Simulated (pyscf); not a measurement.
PySCF, gas phase, ωB97X-D3(BJ)/def2-SVP geometries. Correlated levels are frozen-core, on RHF or UHF. ΔMP2 is the change of the MP2 total energy from the triple- to the quadruple-zeta basis. Singlets are restricted, triplets unrestricted.

Singlet (Å):
```xyz
6

Ge    -0.1000    -0.3504     2.1785
Sn     1.2117     0.0312    -0.0746
H     -0.7068    -1.6843     1.5610
H      0.1207     0.1565    -1.3926
H      2.2550    -1.2910    -0.4001
H      2.1761     1.4487    -0.0814
```

Triplet (Å):
```xyz
6

Ge     0.4729    -1.0967    -0.4520
Sn    -1.4106     0.5689     0.0605
H      0.2452    -2.6275    -0.3819
H     -2.7222     0.3373    -1.0130
H     -1.9584     0.3780     1.6698
H     -0.7657     2.1337    -0.1463
```

Task: For these two minima of :HGe–SnH₃, which spin state lies lower at CCSD(T)/def2-TZVPP + ΔMP2(QZVPP), and by how much (electronic energies)?

Result: The singlet, by 17.3 kcal/mol. Zero-point energy shifts E(triplet) − E(singlet) by +0.3 kcal/mol. :HGe–SnH₃ [singlet] lies 19.2 kcal/mol over its isomer H₃Ge–SnH: [singlet] (electronic energy, ωB97M-D3(BJ)). 

E(triplet) − E(singlet) by level (kcal/mol):

```json
[
 {"level": "ωB97X-D3(BJ)/def2-TZVP", "gap": "+18.8"},
 {"level": "PBE/def2-TZVP", "gap": "+16.8"},
 {"level": "r²SCAN/def2-TZVP", "gap": "+11.5"},
 {"level": "B3LYP-D3(BJ)/def2-TZVP", "gap": "+19.1"},
 {"level": "PBE0-D3(BJ)/def2-TZVP", "gap": "+14.4"},
 {"level": "M06-2X/def2-TZVP", "gap": "+11.6"},
 {"level": "ωB97M-D3(BJ)/def2-TZVP", "gap": "+18.7"},
 {"level": "HF/def2-TZVP", "gap": "+1.7"},
 {"level": "MP2/def2-QZVPP", "gap": "+15.4"},
 {"level": "CCSD/def2-TZVPP", "gap": "+14.6"},
 {"level": "CCSD(T)/def2-TZVPP", "gap": "+15.3"},
 {"level": "CCSD(T)/def2-TZVPP + ΔMP2(QZVPP)", "gap": "+17.3"}
]
```

The triplet is the lowest one reached from the SCF start used. The CCSD(T) − MP2 part came from Ansatz, without density fitting, on the same reference. The frozen core leaves the outer d or s,p core shells of the metals and heavy elements correlated in the MP2 and CC values, and def2-TZVPP describes them poorly, which can shift differences by a few kcal/mol. Elements up to Kr have no core potential and no relativistic terms here. Elements past Kr carry the def2 core potentials, without spin-orbit coupling.
